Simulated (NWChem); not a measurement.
# ZrH4; SMILES [ZrH4]

Program: NWChem. Medium grid unless said otherwise, to which SCAN and Minnesota functionals are sensitive. Structure relaxed at the PBE0/def2-SVP level. def2 effective core potentials on Zr; no spin-orbit coupling.

Q: Order these by “orbital gap (eV)”, lowest first: B3PW91/def2-SVP; r2SCAN/def2-SVP; HCTH/407/def2-SVP; TPSSh/def2-SVP; M06-L/def2-SVP.

A: HCTH/407/def2-SVP (3.86), r2SCAN/def2-SVP (4.29), M06-L/def2-SVP (4.74), TPSSh/def2-SVP (5.09), B3PW91/def2-SVP (5.65)
